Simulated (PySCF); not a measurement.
Electron correlation in B⁺ (boron, charge +1)

[He] 2s1 3s1, high-spin 3S determinant (an excited configuration). Calculation: PySCF 2.14, in aug-cc-pCVTZ-DK with one added diffuse shell each of s, p, d, f type (8s7p5d3f, 75 functions); the spin-free X2C one-electron Hamiltonian (Gaussian nucleus). Frozen: nothing; 4 electrons correlated.

```json
{"level": "CCSD", "correlation energy (mhartree)": "-52.65"}
{"level": "(T)", "correlation energy (mhartree)": "-0.13"}
{"level": "CCSD(T)", "correlation energy (mhartree)": "-52.78"}
```

Diagnostics: T1 = 0.0086, D1 = 0.0245, largest double amplitude 0.074.

The outer electron is Rydberg-like, and this basis confines it to a smaller radius and binds it less than a complete one would.

Cost of the coupled-cluster step: of the order of 16 core-seconds, for 4 correlated electrons.

Iterations:

```
CC2 = 0
CCSD nocc = (np.int64(3), np.int64(1)), nmo = (75, 75)
frozen orbitals [[], []]
max_cycle = 100
direct = 0
conv_tol = 1e-08
conv_tol_normt = 1e-06
diis_space = 8
diis_start_cycle = 0
Init t2, MP2 energy = -0.0449724740486453
Init E_corr(UCCSD) = -0.0449724740633314
cycle = 1  E_corr(UCCSD) = -0.0493399197622525  dE = -0.0043674457  norm(t1,t2) = 0.0345573
cycle = 2  E_corr(UCCSD) = -0.0506215795785291  dE = -0.00128165982  norm(t1,t2) = 0.0226431
cycle = 3  E_corr(UCCSD) = -0.0527017109463169  dE = -0.00208013137  norm(t1,t2) = 0.0150669
cycle = 4  E_corr(UCCSD) = -0.0526336794985713  dE = 6.80314477e-05  norm(t1,t2) = 0.000724371
cycle = 5  E_corr(UCCSD) = -0.0526631631434884  dE = -2.94836449e-05  norm(t1,t2) = 0.000300716
cycle = 6  E_corr(UCCSD) = -0.0526497759939417  dE = 1.33871495e-05  norm(t1,t2) = 7.13056e-05
cycle = 7  E_corr(UCCSD) = -0.0526509628200388  dE = -1.1868261e-06  norm(t1,t2) = 1.14044e-05
cycle = 8  E_corr(UCCSD) = -0.0526508218851552  dE = 1.40934884e-07  norm(t1,t2) = 2.39648e-06
cycle = 9  E_corr(UCCSD) = -0.0526508340648207  dE = -1.21796655e-08  norm(t1,t2) = 5.31193e-07
cycle = 10  E_corr(UCCSD) = -0.0526508488269248  dE = -1.47621041e-08  norm(t1,t2) = 9.80872e-08
cycle = 11  E_corr(UCCSD) = -0.0526508469848939  dE = 1.84203092e-09  norm(t1,t2) = 3.2454e-08
UCCSD converged
E(UCCSD) = -23.75814951788646  E_corr = -0.05265084698489386
UCCSD(T) correction = -0.000131891778328186
```
